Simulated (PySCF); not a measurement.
C₂H₂F₂, SMILES C=C(F)F (connectivity only; charge and spin as stated), charge +1, multiplicity 2. Coordinates come from a PBE-D3(BJ)/def2-SVP optimisation. The spin state was assumed, not searched.

The numbers are results of PBE-D3(BJ)/def2-SVP in PySCF, not measurements.

Harmonic wavenumbers (cm⁻¹): 346, 407, 573, 606, 865, 948, 955, 1352, 1513, 1553, 3080, 3216. Rotational constants (GHz): 11.05, 10.27, 5.324; symmetry number 2.

Q: Work out the zero-point energy and the ideal-gas rigid-rotor harmonic-oscillator thermochemistry at 298.15 K and 1 atm.

A: ZPE = ½ Σ hcν = ½ × 15414 cm⁻¹ = 92.20 kJ/mol. H − E(el) = 105.18 kJ/mol. Entropy in J/(mol K): translation 160.62, rotation 93.77, vibration 14.59, spin 5.76, total 274.75. G − E(el) = 23.26 kJ/mol. Cp = 61.80 J/(mol K).
